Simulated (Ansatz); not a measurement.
`SBBCl` + H₂O → `OBCl` + `BS` at 700 K and 1 bar (formal hydrolysis of a B–B bond).

Program: Ansatz. Geometries: PBE0-D4/def2-TZVP. ΔE: electronic, gas phase. CCSD(T)/CBS is the MP2 limit (def2-TZVPP, def2-QZVPP) plus CCSD(T) − MP2 in def2-TZVPP, frozen cores. This one scheme is used for every species. One conformer a species, not always the lowest.

```json
{"species": "`SBBCl`", "CCSD(T)/CBS energy (Eh)": "-908.98400", "H − E (kJ/mol)": "153.8", "S (J/(mol·K))": "407.1"}
{"species": "H₂O", "CCSD(T)/CBS energy (Eh)": "-76.37941", "H − E (kJ/mol)": "80.5", "S (J/(mol·K))": "218.4"}
{"species": "`OBCl`", "CCSD(T)/CBS energy (Eh)": "-561.03999", "H − E (kJ/mol)": "114.9", "S (J/(mol·K))": "320.4"}
{"species": "`BS`", "CCSD(T)/CBS energy (Eh)": "-424.38198", "H − E (kJ/mol)": "115.9", "S (J/(mol·K))": "297.3"}
```

H − E and S are ideal-gas, rigid-rotor, harmonic terms from PBE0-D4/def2-TZVP, for one conformer and one mirror image of each species. 1 Eh = 2625.50 kJ/mol, R = 8.31446 J/(mol·K).

Q: By hand: ΔE, ΔH, ΔS and ΔG.

A: ΔE = (-561.03999) + (-424.38198) − (-908.98400) − (-76.37941) = -0.05856 Eh = -153.7 kJ/mol. Δ(H − E) = 114.9 + 115.9 − 153.8 − 80.5 = -3.5, so ΔH = -157.2 kJ/mol. ΔS = 320.4 + 297.3 − 407.1 − 218.4 = -7.8 J/(mol·K). ΔG = -157.2 − 700 × (-7.8)/1000 = -151.7 kJ/mol.

Q: By hand: the equilibrium constant, and the temperature at which ΔG would vanish if ΔH and ΔS stayed fixed.

A: log₁₀ K = −ΔG/(RT ln 10) = 11.3. ΔG = 0 at ΔH/ΔS = 20154 K, far beyond where these terms or the molecules hold.

The number of gas molecules stays the same, so ΔS is small and ΔH decides. A doubt of 5 kJ/mol in ΔE shifts log₁₀ K by 0.4 here. Other conformers and mirror images would add mixing entropy, several J/(mol·K) or more a flexible species. These are equilibria of isolated gas molecules and say nothing of rates. Largest T1 diagnostic: 0.015 (customary marks: 0.02 for closed shells, 0.045 for open ones).
